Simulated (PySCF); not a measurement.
## Radial density of He (helium, neutral)

UHF, 1s1 3d1, high-spin 3D determinant (an excited configuration). All numbers are calculated (PySCF 2.14, no relativity, point nucleus, in dyall-acv3z).

```tsv
r (bohr)	4πr²ρ (e/bohr)	4πr²(ρα − ρβ)
0.0155	0.007020	0.0070
0.0262	0.01900	0.0190
0.0440	0.05010	0.0501
0.0740	0.1256	0.1256
0.124	0.2908	0.2908
0.209	0.5859	0.5859
0.352	0.9382	0.9382
0.592	1.030	1.0300
0.996	0.7761	0.7761
1.68	1.001	1.0011
2.82	0.09023	0.0902
4.74	1.726e-05	0.0000
```

The outer electron is Rydberg-like, and this basis confines it to a smaller radius and binds it less than a complete one would. At UHF the highest occupied level has a positive energy, so only the finite basis holds that electron; for this excited configuration the basis is too tight for the outer shell.
